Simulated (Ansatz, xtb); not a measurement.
A geometry optimisation of FSSi2− with r2SCAN-D4/def2-SVPD

The starting geometry of this gas-phase singlet has its atoms placed at random.

```xyz
4

F     0.1917    0.6866   -0.0504
S     1.1599   -0.8028   -1.2055
Si   -1.0350   -0.5936    1.1958
Si   -0.7790   -0.6588   -1.3946
```

Problem. One run relaxed it with r2SCAN-D4/def2-SVPD. What is a likely outcome?

Solution. It ends as a structure given below by its coordinates. Contacts that close: F1–Si3 (2.17 → 1.73 Å), S2–Si3 (3.26 → 2.31 Å), Si3–Si4 (2.60 → 2.44 Å).

The energy falls by 4.56 eV over 11 steps:

| step | E − E(last) (eV) |
| --- | --- |
| 1 | 4.562 |
| 2 | 2.670 |
| 3 | 1.488 |
| 4 | 0.801 |
| 5 | 0.304 |
| 7 | 0.040 |
| 8 | 0.039 |
| 9 | 0.001 |
| 10 | 0.000 |
| 11 | 0.000 |

Final geometry (Å):

```csv
atom,x (Å),y (Å),z (Å)
F,-0.1496,1.1914,0.5963
S,1.0454,-1.2183,-0.9705
Si,-0.4527,-0.5158,0.6465
Si,-0.9056,-0.8259,-1.7269
```

From the same start GFN2-xTB ends elsewhere, differing in S2–Si3 (3.27 against 2.31 Å here).

From so rough a start the end depends on the optimiser's path, so another program may land elsewhere. The end wasn't checked by frequencies. Run with Ansatz 0.2.0, 72 s on 1 thread of Intel(R) Xeon(R) Processor @ 2.50GHz (Skylake/Cascade Lake) (shared host).
